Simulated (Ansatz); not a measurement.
Species: C2H5F3Si, SMILES `CC[Si](F)(F)F` (charge 0, multiplicity 1).

Problem. Give a relaxed geometry from PBE-D3(BJ)/def2-SVP run with Ansatz (a first-principles code).

Solution. the end point of this relaxation (outside a Z-matrix the atoms follow the SMILES, hydrogens last).
Z-matrix (Å, degrees):
```
C
H 1 1.1116
H 1 1.1116 2 105.84
C 1 1.5378 2 111.23 3 -120.93
H 4 1.1081 1 111.29 2 58.85
H 4 1.1086 5 107.68 1 122.22
H 4 1.1086 5 107.68 6 115.56
Si 1 1.8514 2 107.55 3 114.73
F 8 1.6211 1 112.39 2 -56.79
F 8 1.6226 9 107.15 1 -122.92
F 8 1.6226 9 107.15 10 -114.15
```
